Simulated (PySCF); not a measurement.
A structure optimised at PBE-D3(BJ)/def2-TZVP, used in a PySCF frequency run:

```xyz
3

W      0.0000     0.0000     0.1861
O      0.0000     1.3343    -0.8608
O      0.0000    -1.3343    -0.8608
```

Question: Write its SMILES, formula and point group.

Answer: [O]=[W]=[O], O2W, C2v

Question: What are its rotational constants (standard atomic weights)?

Answer: 16.918, 8.8708, 5.8194 GHz
